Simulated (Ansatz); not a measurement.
`F[SiH2][SnH]1[CH2][S]1` + `C[SiH2]O` → `C[SiH2]O[SiH2]F` + `[CH2]1[S][SnH2]1`  (cleavage of the Si–Sn bond)

Computed with Ansatz on PBE0-D4/def2-TZVP structures; ΔE is electronic, products minus reactants. CBS: MP2 limit from def2 TZ/QZ plus the TZ coupled-cluster correction, frozen cores. This one scheme is used for every species. DFT in def2-TZVPP. def2 core potentials past Kr. For Sn outer-core shells are correlated without core-valence functions, which leaves a few kJ/mol of doubt a bond. Each species was taken in one conformer, which may not be the lowest.

Question: Is it downhill or uphill in electronic energy at CCSD(T)/CBS, and by how much? (Estimate.)

Answer: The calculation gave: Downhill: ΔE = -102.3 kJ/mol.

Question: What do these levels give: revPBE-D4, B2PLYP, PBE-QIDH, PBE, r2SCANh, LC-ωPBE? (Estimate.)

Answer: Computed: revPBE-D4 -81.5, B2PLYP -106.0, PBE-QIDH -102.3, PBE -79.6, r2SCANh -101.2, LC-ωPBE -105.2 kJ/mol.

Largest T1 diagnostic among the species: 0.014.

Leaving LDA and LC-ωPBE aside and taking each functional with its dispersion term where it has one, the values, not all of them listed here, spread over 35.3 kJ/mol, from BHLYP-D4 to PBE-D4. LDA lies −6.9 kJ/mol from PBE without D4. From BLYP to BHLYP (50 % exact exchange), in def2-TZVPP and without D4, ΔE moves by −23.6 kJ/mol.
